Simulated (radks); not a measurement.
Results of a calculation; reference values are marked as such.
Spin polarisation of the 6p1 shell in Tl. Start: [Hg] 6p(up 0.5, down 0.5); electrons of 6p are moved from spin down to spin up, other shells keep equal spins. Code: a radial shooting solver on a logarithmic mesh with Libxc functionals. Model: scalar-relativistic Kohn-Sham, BLYP, spin-polarised, spherical densities, finite nucleus; Fermi nuclear charge, rms radius of each element as measured or else 0.836 A^(1/3) + 0.57 fm.

moment (Bohr magnetons) = 0: E - E(0) (eV) 0.000; e(6p up) (eV) -2.350; e(6p down) (eV) -2.350; 6s down minus up (eV) 0.000
moment (Bohr magnetons) = 0.25: E - E(0) (eV) -0.006; e(6p up) (eV) -2.395; e(6p down) (eV) -2.301; 6s down minus up (eV) 0.090
moment (Bohr magnetons) = 0.5: E - E(0) (eV) -0.023; e(6p up) (eV) -2.434; e(6p down) (eV) -2.247; 6s down minus up (eV) 0.179
moment (Bohr magnetons) = 0.75: E - E(0) (eV) -0.053; e(6p up) (eV) -2.470; e(6p down) (eV) -2.188; 6s down minus up (eV) 0.267
moment (Bohr magnetons) = 1: E - E(0) (eV) -0.094; e(6p up) (eV) -2.502; e(6p down) (eV) -2.115; 6s down minus up (eV) 0.354

At moment 1 the spin-polarisation energy is -0.094 eV and the 6p exchange splitting 0.387 eV, that is 0.387 eV per Bohr magneton; E = -I m^2/4 would give I = 0.377 eV.
